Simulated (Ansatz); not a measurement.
Ansatz (a first-principles code) job for C₃H₉FOSi, SMILES CO[Si@@H](C)CF, r2SCAN-D4/def2-SVP. 

Ansatz 0.2 input:
```yaml
crystal:
  periodic: [false, false, false]
  atoms:
    - {symbol: C, position_ang: [2.46909585, -0.55006073, -0.07931073]}
    - {symbol: O, position_ang: [1.31179585, -0.45118378, -0.85788621]}
    - {symbol: Si, position_ang: [-0.25492069, -0.28887238, -0.45117975]}
    - {symbol: C, position_ang: [-0.87842246, -1.56166330, 0.81627029]}
    - {symbol: C, position_ang: [-0.56506562, 1.46020718, 0.30195678]}
    - {symbol: F, position_ang: [-1.91697913, 1.70276361, 0.46590938]}
    - {symbol: H, position_ang: [2.63073124, 0.36198461, 0.50026173]}
    - {symbol: H, position_ang: [3.31256506, -0.69794800, -0.75463477]}
    - {symbol: H, position_ang: [2.40636711, -1.39858780, 0.60540800]}
    - {symbol: H, position_ang: [-0.83560757, -0.39478923, -1.78167397]}
    - {symbol: H, position_ang: [-0.36300613, -1.47095008, 1.77109610]}
    - {symbol: H, position_ang: [-1.93934695, -1.43636600, 1.00925431]}
    - {symbol: H, position_ang: [-0.72772982, -2.57656034, 0.45781376]}
    - {symbol: H, position_ang: [-0.19243553, 2.25732781, -0.34745579]}
    - {symbol: H, position_ang: [-0.11784923, 1.59380095, 1.29285437]}
basis:
  gaussian:
    orbitals: def2-SVP
hamiltonian:
  xc: r2scan
  dispersion: d4
relax: {f_tol: 0.002, max_steps: 200}
```

Program output:

```
[...]
these checks for a lower state are left out or cut short: starts, cluster_reference, orbital_swaps, neighbouring_geometries, increment
integrals: 0.08 GiB planned
1483 factors; their error is unknown
mean field: 0.46 GiB planned
mean field evaluation 32: about -15886.5426 eV, gradient 2.4e-5 eV
mean field -15886.54261267 eV, -583.8196727304 hartree, gradient 2.4e-5 eV, S^2 0.000000; 0 other end points of the search recorded, 0 dependent functions left out
the calculation of the forces begins
reference -15886.54262391 eV, -583.8196731433 hartree; 29, 29 occupied and 104, 104 virtual orbitals, 1483 factors
relax step   3: F+E_penalty+E_count = -15886.62255758 eV  Δ(F+E_penalty+E_count) = -2.272e-2 eV  max|allowed force component| = 2.438e-1 eV/Å  Δτ_max = 0.0864 Å  (28 SCF iters, accepted)
these checks for a lower state are left out or cut short: starts, cluster_reference, orbital_swaps, neighbouring_geometries, increment
integrals: 0.08 GiB planned
1483 factors; their error is unknown
mean field: 0.46 GiB planned
mean field -15886.54798903 eV, -583.8198703080 hartree, gradient 8.9e-6 eV, S^2 0.000000; 0 other end points of the search recorded, 0 dependent functions left out
the calculation of the forces begins
reference -15886.54800018 eV, -583.8198707176 hartree; 29, 29 occupied and 104, 104 virtual orbitals, 1483 factors
relax step   4: F+E_penalty+E_count = -15886.62828792 eV  Δ(F+E_penalty+E_count) = -5.730e-3 eV  max|allowed force component| = 3.940e-1 eV/Å  Δτ_max = 0.0976 Å  (30 SCF iters, accepted)
these checks for a lower state are left out or cut short: starts, cluster_reference, orbital_swaps, neighbouring_geometries, increment
integrals: 0.08 GiB planned
1483 factors; their error is unknown
mean field: 0.46 GiB planned
mean field -15886.55347692 eV, -583.8200719841 hartree, gradient 8.0e-6 eV, S^2 0.000000; 0 other end points of the search recorded, 0 dependent functions left out
the calculation of the forces begins
reference -15886.55348806 eV, -583.8200723936 hartree; 29, 29 occupied and 104, 104 virtual orbitals, 1483 factors
relax step   5: F+E_penalty+E_count = -15886.63384578 eV  Δ(F+E_penalty+E_count) = -5.558e-3 eV  max|allowed force component| = 4.731e-2 eV/Å  Δτ_max = 0.0195 Å  (31 SCF iters, accepted)
these checks for a lower state are left out or cut short: starts, cluster_reference, orbital_swaps, neighbouring_geometries, increment
integrals: 0.08 GiB planned
1483 factors; their error is unknown
mean field: 0.46 GiB planned
mean field -15886.55386674 eV, -583.8200863097 hartree, gradient 7.9e-6 eV, S^2 0.000000; 0 other end points of the search recorded, 0 dependent functions left out
the calculation of the forces begins
reference -15886.55387788 eV, -583.8200867190 hartree; 29, 29 occupied and 104, 104 virtual orbitals, 1483 factors
relax step   6: F+E_penalty+E_count = -15886.63423957 eV  Δ(F+E_penalty+E_count) = -3.938e-4 eV  max|allowed force component| = 2.519e-2 eV/Å  Δτ_max = 0.0146 Å  (31 SCF iters, accepted)
these checks for a lower state are left out or cut short: starts, cluster_reference, orbital_swaps, neighbouring_geometries, increment
integrals: 0.08 GiB planned
1483 factors; their error is unknown
mean field: 0.46 GiB planned
mean field -15886.55403246 eV, -583.8200923998 hartree, gradient 8.0e-6 eV, S^2 0.000000; 0 other end points of the search recorded, 0 dependent functions left out
the calculation of the forces begins
reference -15886.55404359 eV, -583.8200928089 hartree; 29, 29 occupied and 104, 104 virtual orbitals, 1483 factors
relax step   7: F+E_penalty+E_count = -15886.63443899 eV  Δ(F+E_penalty+E_count) = -1.994e-4 eV  max|allowed force component| = 1.384e-2 eV/Å  Δτ_max = 0.0143 Å  (31 SCF iters, accepted)
these checks for a lower state are left out or cut short: starts, cluster_reference, orbital_swaps, neighbouring_geometries, increment
integrals: 0.08 GiB planned
1483 factors; their error is unknown
mean field: 0.46 GiB planned
mean field evaluation 64: about -15886.5542 eV, gradient 7.4e-5 eV
mean field -15886.55415863 eV, -583.8200970365 hartree, gradient 8.1e-6 eV, S^2 0.000000; 0 other end points of the search recorded, 0 dependent functions left out
the calculation of the forces begins
reference -15886.55416976 eV, -583.8200974455 hartree; 29, 29 occupied and 104, 104 virtual orbitals, 1483 factors
relax step   8: F+E_penalty+E_count = -15886.63458675 eV  Δ(F+E_penalty+E_count) = -1.478e-4 eV  max|allowed force component| = 1.866e-2 eV/Å  Δτ_max = 0.0227 Å  (30 SCF iters, accepted)
these checks for a lower state are left out or cut short: starts, cluster_reference, orbital_swaps, neighbouring_geometries, increment
integrals: 0.08 GiB planned
1483 factors; their error is unknown
mean field: 0.46 GiB planned
mean field -15886.55421308 eV, -583.8200990375 hartree, gradient 7.9e-6 eV, S^2 0.000000; 0 other end points of the search recorded, 0 dependent functions left out
the calculation of the forces begins
reference -15886.55422422 eV, -583.8200994467 hartree; 29, 29 occupied and 104, 104 virtual orbitals, 1483 factors
relax step   9: F+E_penalty+E_count = -15886.63464141 eV  Δ(F+E_penalty+E_count) = -5.466e-5 eV  max|allowed force component| = 8.201e-3 eV/Å  Δτ_max = 0.0169 Å  (31 SCF iters, accepted)
these checks for a lower state are left out or cut short: starts, cluster_reference, orbital_swaps, neighbouring_geometries, increment
integrals: 0.08 GiB planned
1483 factors; their error is unknown
mean field: 0.46 GiB planned
mean field -15886.55425916 eV, -583.8201007309 hartree, gradient 7.9e-6 eV, S^2 0.000000; 0 other end points of the search recorded, 0 dependent functions left out
the calculation of the forces begins
reference -15886.55427030 eV, -583.8201011402 hartree; 29, 29 occupied and 104, 104 virtual orbitals, 1483 factors
relax step  10: F+E_penalty+E_count = -15886.63468236 eV  Δ(F+E_penalty+E_count) = -4.096e-5 eV  max|allowed force component| = 5.368e-3 eV/Å  Δτ_max = 0.0206 Å  (31 SCF iters, accepted)
these checks for a lower state are left out or cut short: starts, cluster_reference, orbital_swaps, neighbouring_geometries, increment
integrals: 0.08 GiB planned
1483 factors; their error is unknown
mean field: 0.46 GiB planned
mean field -15886.55429319 eV, -583.8201019814 hartree, gradient 7.9e-6 eV, S^2 0.000000; 0 other end points of the search recorded, 0 dependent functions left out
the calculation of the forces begins
reference -15886.55430433 eV, -583.8201023909 hartree; 29, 29 occupied and 104, 104 virtual orbitals, 1483 factors
relax step  11: F+E_penalty+E_count = -15886.63471133 eV  Δ(F+E_penalty+E_count) = -2.897e-5 eV  max|allowed force component| = 1.152e-2 eV/Å  Δτ_max = 0.0192 Å  (31 SCF iters, accepted)
these checks for a lower state are left out or cut short: starts, cluster_reference, orbital_swaps, neighbouring_geometries, increment
integrals: 0.08 GiB planned
1483 factors; their error is unknown
mean field: 0.46 GiB planned
mean field -15886.55431217 eV, -583.8201026790 hartree, gradient 7.9e-6 eV, S^2 0.000000; 0 other end points of the search recorded, 0 dependent functions left out
the calculation of the forces begins
reference -15886.55432331 eV, -583.8201030885 hartree; 29, 29 occupied and 104, 104 virtual orbitals, 1483 factors
relax step  12: F+E_penalty+E_count = -15886.63473085 eV  Δ(F+E_penalty+E_count) = -1.952e-5 eV  max|allowed force component| = 8.237e-3 eV/Å  Δτ_max = 0.0140 Å  (31 SCF iters, accepted)
these checks for a lower state are left out or cut short: starts, cluster_reference, orbital_swaps, neighbouring_geometries, increment
integrals: 0.08 GiB planned
1483 factors; their error is unknown
mean field: 0.46 GiB planned
mean field evaluation 96: about -15886.6319 eV, gradient 3.6e-1 eV
mean field -15886.55431963 eV, -583.8201029529 hartree, gradient 1.1e-5 eV, S^2 0.000000; 0 other end points of the search recorded, 0 dependent functions left out
the calculation of the forces begins
reference -15886.55433077 eV, -583.8201033624 hartree; 29, 29 occupied and 104, 104 virtual orbitals, 1483 factors
relax step  13: F+E_penalty+E_count = -15886.63474012 eV  Δ(F+E_penalty+E_count) = -9.267e-6 eV  max|allowed force component| = 5.365e-3 eV/Å  Δτ_max = 0.0071 Å  (24 SCF iters, accepted)
these checks for a lower state are left out or cut short: starts, cluster_reference, orbital_swaps, neighbouring_geometries, increment
integrals: 0.08 GiB planned
1483 factors; their error is unknown
mean field: 0.46 GiB planned
mean field -15886.55431730 eV, -583.8201028675 hartree, gradient 2.3e-5 eV, S^2 0.000000; 0 other end points of the search recorded, 0 dependent functions left out
the calculation of the forces begins
reference -15886.55432844 eV, -583.8201032770 hartree; 29, 29 occupied and 104, 104 virtual orbitals, 1483 factors
relax step  14: F+E_penalty+E_count = -15886.63474405 eV  Δ(F+E_penalty+E_count) = -3.932e-6 eV  max|allowed force component| = 2.191e-3 eV/Å  Δτ_max = 0.0054 Å  (23 SCF iters, accepted)
these checks for a lower state are left out or cut short: starts, cluster_reference, orbital_swaps, neighbouring_geometries, increment
integrals: 0.08 GiB planned
1483 factors; their error is unknown
mean field: 0.46 GiB planned
mean field -15886.55431842 eV, -583.8201029088 hartree, gradient 1.4e-5 eV, S^2 0.000000; 0 other end points of the search recorded, 0 dependent functions left out
the calculation of the forces begins
reference -15886.55432956 eV, -583.8201033182 hartree; 29, 29 occupied and 104, 104 virtual orbitals, 1483 factors
relax step  15: F+E_penalty+E_count = -15886.63474553 eV  Δ(F+E_penalty+E_count) = -1.480e-6 eV  max|allowed force component| = 1.391e-3 eV/Å  Δτ_max = 0.0027 Å  (23 SCF iters, accepted)
integrals: 0.08 GiB planned
1483 factors; their error is unknown
mean field: 0.46 GiB planned
mean field evaluation 128: about -15886.5543 eV, gradient 2.3e-3 eV
mean field -15886.55431842 eV, -583.8201029088 hartree, gradient 1.4e-5 eV, S^2 0.000000; 1 other end points of the search recorded, 0 dependent functions left out
the calculation of the forces begins
reference -15886.55432956 eV, -583.8201033182 hartree; 29, 29 occupied and 104, 104 virtual orbitals, 1483 factors
Total energy: -15886.63475667 eV, -583.8230589598 hartree
Atom 0 at     2.427098    -0.588560    -0.016801 Å, force     0.000082     0.000012    -0.001185 eV/Å
Atom 1 at     1.360634    -0.414059    -0.918406 Å, force     0.000836     0.000368    -0.000032 eV/Å
Atom 2 at    -0.246268    -0.253955    -0.490253 Å, force    -0.000318    -0.000584    -0.001391 eV/Å
Atom 3 at    -0.801989    -1.515694     0.770893 Å, force     0.000383     0.001144     0.000437 eV/Å
Atom 4 at    -0.565052     1.467528     0.251062 Å, force    -0.000611    -0.000838     0.000739 eV/Å
Atom 5 at    -1.913013     1.499464     0.630803 Å, force    -0.000004     0.000546     0.000201 eV/Å
Atom 6 at     2.540985     0.270247     0.672748 Å, force    -0.000040     0.000858     0.000755 eV/Å
Atom 7 at     3.361895    -0.683447    -0.591155 Å, force     0.000344    -0.000002    -0.000325 eV/Å
Atom 8 at     2.310061    -1.503152     0.594920 Å, force    -0.000237    -0.001039     0.000853 eV/Å
Atom 9 at    -1.013106    -0.373518    -1.759483 Å, force    -0.000242    -0.000138    -0.000032 eV/Å
Atom 10 at    -0.200841    -1.463215     1.693599 Å, force    -0.000184    -0.000101     0.000181 eV/Å
Atom 11 at    -1.847642    -1.304826     1.048394 Å, force    -0.000296    -0.000125     0.000156 eV/Å
Atom 12 at    -0.748333    -2.545220     0.383338 Å, force     0.000080     0.000447    -0.000371 eV/Å
Atom 13 at    -0.379528     2.287373    -0.466714 Å, force     0.000088    -0.000614    -0.000073 eV/Å
Atom 14 at     0.054289     1.670137     1.145737 Å, force     0.000117     0.000067     0.000088 eV/Å
Dipole moment:     0.372351    -0.100992     0.235241 e Å
```

The run converged.

Cost: very roughly 120 core-seconds.
